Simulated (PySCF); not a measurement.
## Excitation energies in several basis sets

Compound: CH5GaO.
Geometry (PBE0-D3(BJ)/def2-SVP, Å), atoms numbered from 1 in this order:
```
atom  x, y, z in Å
C1    -1.2126   -0.1326   -0.1665
O2     0.0274   -0.7537   -0.0283
Ga3    1.5933    0.0676    0.2054
H4    -1.1792    0.9641   -0.0098
H5    -1.9327   -0.5488    0.5609
H6    -1.6292   -0.3088   -1.1754
H7     2.7983   -0.9114    0.3184
H8     1.5430    1.6326    0.2707
```

TDDFT with PBE0 (PySCF), vertical singlets, core orbitals frozen in the response, spherical d and f functions. Geometry: PBE0-D3(BJ)/def2-SVP, one conformer, isolated molecule. The PBE0/6-31G* calculation is non-relativistic and has no spin–orbit coupling, an omission that weighs most on gallium.

Q: How do the low singlets change with the basis? Take 6-31G*, def2-SVP, def2-SVPD, aug-cc-pVDZ, def2-TZVP, def2-TZVPD and aug-cc-pVTZ.

A: 

| basis | functions | diffuse | S1 (eV) | S2 (eV) | S3 (eV) | S4 (eV) | S5 (eV) | LUMO (eV) | α (au) |
| --- | --- | --- | --- | --- | --- | --- | --- | --- | --- |
| 6-31G* | 70 | no | 5.22 | 5.62 | 6.27 | 6.88 | 7.24 | -1.15 | 39.3 |
| def2-SVP | 85 | no | 5.26 | 5.69 | 6.23 | 7.07 | 7.44 | -1.12 | 40.5 |
| def2-SVPD | 121 | yes | 5.32 | 5.66 | 6.17 | 6.88 | 7.19 | -1.25 | 47.7 |
| aug-cc-pVDZ | 127 | yes | 5.26 | 5.55 | 6.14 | 6.63 | 6.93 | -1.31 | 48.5 |
| def2-TZVP | 140 | no | 5.29 | 5.63 | 6.18 | 6.92 | 7.30 | -1.21 | 45.4 |
| def2-TZVPD | 176 | yes | 5.29 | 5.60 | 6.16 | 6.73 | 7.04 | -1.26 | 48.6 |
| aug-cc-pVTZ | 266 | yes | 5.26 | 5.56 | 6.14 | 6.64 | 6.92 | -1.31 | 48.8 |

States are compared by their number. Against the largest diffuse basis here (aug-cc-pVTZ, itself not a converged limit), sets without diffuse functions differ by up to 0.04 eV in S1 and 0.53 eV in S5; the smaller diffuse sets differ by up to 0.06 and 0.28 eV. State by state, the largest deviation of a set without diffuse functions is S1 0.04, S2 0.13, S3 0.14, S4 0.43, S5 0.53 eV. The same number needn't mean the same state in each row. Against aug-cc-pVTZ the polarisability deviates by -19% in 6-31G*, -17% in def2-SVP, -2% in def2-SVPD, -1% in aug-cc-pVDZ, -7% in def2-TZVP, 0% in def2-TZVPD.
